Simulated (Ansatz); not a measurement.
Ansatz (an electronic-structure program) input (PBE0/def2-TZVP):

Ansatz 0.2 input:
```yaml
crystal:
  periodic: [false, false, false]
  atoms:
    - {symbol: Ca, position_ang: [0.00000000, 0.00000000, 0.00000000]}
    - {symbol: Cl, position_ang: [0.00000000, 0.00000000, 2.46962058]}
    - {symbol: Cl, position_ang: [-0.00000000, -0.00000000, -2.46962058]}
basis:
  gaussian:
    orbitals: def2-TZVP
hamiltonian:
  xc: {name: PBE0}
relax: {f_tol: 0.003, max_steps: 100}
```

End of the output:

```
integrals: 0.04 GiB planned
935 factors; their error is unknown
mean field: 0.38 GiB planned
mean field evaluation 1: about -43473.7728 eV, gradient 2.6e1 eV
mean field evaluation 2: about -43472.9345 eV, gradient 3.5e1 eV
mean field evaluation 4: about -43475.8138 eV, gradient 1.0e0 eV
mean field evaluation 8: about -43475.9369 eV, gradient 4.1e-3 eV
mean field -43475.93685865 eV, -1597.7112105071 hartree, gradient 5.9e-5 eV, S^2 0.000000; 0 other end points of the search recorded, 0 dependent functions left out
the calculation of the forces begins
reference -43475.93689918 eV, -1597.7112119963 hartree; 27, 27 occupied and 83, 83 virtual orbitals, 935 factors
relax step   1: F+E_penalty+E_count = -43475.93685865 eV  Δ(F+E_penalty+E_count) = +0.000e0 eV  max|allowed force component| = 1.381e-1 eV/Å  Δτ_max = 0.0000 Å  (23 SCF iters, accepted)
these checks for a lower state are left out or cut short: starts, cluster_reference, orbital_swaps, neighbouring_geometries, increment
integrals: 0.04 GiB planned
935 factors; their error is unknown
mean field: 0.38 GiB planned
mean field evaluation 16: about -43475.9383 eV, gradient 1.2e-1 eV
mean field -43475.93832965 eV, -1597.7112645653 hartree, gradient 5.3e-5 eV, S^2 0.000000; 0 other end points of the search recorded, 0 dependent functions left out
the calculation of the forces begins
reference -43475.93837018 eV, -1597.7112660548 hartree; 27, 27 occupied and 83, 83 virtual orbitals, 935 factors
relax step   2: F+E_penalty+E_count = -43475.93832965 eV  Δ(F+E_penalty+E_count) = -1.471e-3 eV  max|allowed force component| = 6.727e-2 eV/Å  Δτ_max = 0.0201 Å  (25 SCF iters, accepted)
these checks for a lower state are left out or cut short: starts, cluster_reference, orbital_swaps, neighbouring_geometries, increment
integrals: 0.04 GiB planned
935 factors; their error is unknown
mean field: 0.38 GiB planned
mean field -43475.93875869 eV, -1597.7112803321 hartree, gradient 5.2e-5 eV, S^2 0.000000; 0 other end points of the search recorded, 0 dependent functions left out
the calculation of the forces begins
reference -43475.93879922 eV, -1597.7112818215 hartree; 27, 27 occupied and 83, 83 virtual orbitals, 935 factors
relax step   3: F+E_penalty+E_count = -43475.93875869 eV  Δ(F+E_penalty+E_count) = -4.290e-4 eV  max|allowed force component| = 1.011e-3 eV/Å  Δτ_max = 0.0063 Å  (27 SCF iters, accepted)
integrals: 0.04 GiB planned
935 factors; their error is unknown
mean field: 0.38 GiB planned
mean field evaluation 32: about -43475.8181 eV, gradient 9.5e-2 eV
mean field -43475.93875869 eV, -1597.7112803321 hartree, gradient 5.2e-5 eV, S^2 0.000000; 1 other end points of the search recorded, 0 dependent functions left out
the calculation of the forces begins
reference -43475.93879922 eV, -1597.7112818215 hartree; 27, 27 occupied and 83, 83 virtual orbitals, 935 factors
Total energy: -43475.93879922 eV, -1597.7112818215 hartree
Atom 0 at     0.000000    -0.000000     0.000000 Å, force     0.000000    -0.000000     0.000000 eV/Å
Atom 1 at    -0.000000     0.000000     2.455877 Å, force    -0.000000     0.000000     0.001011 eV/Å
Atom 2 at    -0.000000     0.000000    -2.455877 Å, force    -0.000000     0.000000    -0.001011 eV/Å
Dipole moment:     0.000000    -0.000000    -0.000000 e Å
```
